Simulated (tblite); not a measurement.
Species: CH₇O₂Si₂ (doublet state).
Geometry (GFN2-xTB, Å), atoms numbered from 1 in this order:
```
atom  x, y, z in Å
O1     0.095   -0.745    1.274
C2     1.246   -0.492    0.756
Si3    0.836    1.101   -0.458
O4    -0.614    0.663   -0.903
Si5   -1.699   -0.469   -0.261
H6     1.635   -1.229    0.035
H7     2.024   -0.145    1.448
H8     1.784    1.029   -1.558
H9     0.861    2.271    0.406
H10   -2.142   -0.044    1.053
H11   -2.787   -0.141   -1.202
H12   -1.237   -1.801   -0.616
```

The geometry is computed with GFN2-xTB (gas phase). This method treats the open shell by occupation alone, without spin polarisation.

Take the most abundant isotopes and a rigid rotor. The values belong to one conformer with, in the numbering `[O:1][CH2:2][SiH2:3][O:4][SiH3:5]`, O1–C2–Si3–O4 -35°, C2–Si3–O4–Si5 17°.

(1) What are A, B and C (cm⁻¹)?

(2) What kind of rotor is it?

(3) Is it planar, by Δ = Ic − Ia − Ib?

(4) List the rotational levels J(Ka,Kc) to J = 5 (MHz).

(5) Estimate the classical rotational partition function at 100 K, 200 K and 500 K.

Results:

(1) Ia = 113.06, Ib = 174.76, Ic = 266.30 u·Å²; 505379 MHz·u·Å²/I gives 4470, 2892 and 1898 MHz, that is A = 0.14911, B = 0.09646, C = 0.06330 cm⁻¹.

(2) An asymmetric top; Ray's κ = -0.227.

(3) Not planar: Δ = Ic − Ia − Ib = -21.52 u·Å². For a rigid frame Δ = −2 Σ m c², so Σ m c² = 10.76 u·Å² lies off the ab plane: 8.46 from hydrogen and 2.30 from heavier atoms. The atom farthest from that plane is 1.43 Å away.

(4) Above 0(0,0):
J = 1: 1(0,1) 4790, 1(1,1) 6368, 1(1,0) 7362
J = 2: 2(0,2) 14026, 2(1,2) 14953, 2(1,1) 17935, 2(2,1) 22670, 2(2,0) 23013
J = 3: 3(0,3) 27227, 3(1,3) 27643, 3(1,2) 33528, 3(2,2) 37039, 3(2,1) 38549, 3(3,1) 47603, 3(3,0) 47682
J = 4: 4(0,4) 44148, 4(1,4) 44302, 4(1,3) 53730, 4(2,3) 55922, 4(2,2) 59655, 4(3,2) 67272, 4(3,1) 67785, 4(4,1) 81376, 4(4,0) 81391
J = 5: 5(0,5) 64785, 5(1,5) 64836, 5(1,4) 77996, 5(2,4) 79116, 5(2,3) 86046, 5(3,3) 91811, 5(3,2) 93559, 5(4,2) 106078, 5(4,1) 106207, 5(5,1) 124066, 5(5,0) 124068

(5) Point group C1, symmetry number σ = 1; q = (√π/σ)·√((kT/h)³/(ABC)), k/h = 20836.6 MHz/K: 34000 at 100 K, 96300 at 200 K, 381000 at 500 K.

For this open shell read J as N, the rotation without spin; fine and hyperfine splittings come on top. Its GFN2-xTB frequencies are all real (lowest 45 cm⁻¹). Constants of a rigid frame at the computed geometry: no zero-point averaging, no centrifugal distortion.
